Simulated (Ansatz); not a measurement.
Computed with Ansatz on PBE0-D4/def2-TZVP structures; ΔE is electronic, products minus reactants. CCSD(T)/CBS is the MP2 limit (def2-TZVPP, def2-QZVPP) plus CCSD(T) − MP2 in def2-TZVPP, frozen cores. Functionals use def2-TZVPP. B3LYP here is the variant with VWN-RPA as its local correlation; programs differ in this. HSE06 is defined as in plane-wave codes. Each species was taken in one conformer, which may not be the lowest.

`FB(F)O[SiH3]` → `O[SiH2]B(F)F`  (isomerisation)

`FB(F)O[SiH3]`:

Cartesian coordinates in Å:
```
F 1.736 1.295 1.705
B 1.185 0.766 0.630
F 1.850 0.867 -0.515
O -0.004 0.153 0.707
Si -0.978 -0.607 -0.404
H -0.253 -1.755 -0.998
H -2.169 -1.073 0.338
H -1.368 0.355 -1.463
```

`O[SiH2]B(F)F`:

Cartesian coordinates in Å:
```
O -0.427 -1.654 -0.631
Si 0.327 -0.589 0.377
B -0.267 1.329 0.026
F 0.043 2.321 0.839
F -0.970 1.652 -1.047
H -0.491 -1.427 -1.559
H -0.025 -0.996 1.758
H 1.811 -0.636 0.237
```

| level | ΔE (eV) |
| --- | --- |
| BLYP-D4 | 1.56 |
| B3LYP-D4 | 1.64 |
| r2SCANh-D4 | 1.65 |
| r2SCAN0 | 1.69 |
| HSE06 | 1.55 |
| BHLYP | 1.76 |
| MP2/def2-SVP | 1.97 |
| CCSD(T)/def2-SVP | 1.91 |

Q: What does CCSD(T)/CBS give? (Estimate.)

A: The calculation gave: +1.63 eV. The listed levels differ from it by -0.07, 0.01, 0.02, 0.06, -0.08, 0.13, 0.34, 0.28 eV.

Largest T1 diagnostic among the species: 0.013.

At CCSD(T), def2-SVP lies +0.28 eV from the extrapolated value and def2-TZVPP +0.02 eV. From BLYP to BHLYP (50 % exact exchange), in def2-TZVPP and without D4, ΔE moves by +0.22 eV. In def2-TZVPP, CCSD(T) changes the Hartree–Fock value by −0.25 eV (the triples alone add −0.03 eV) and MP2 by −0.21 eV.
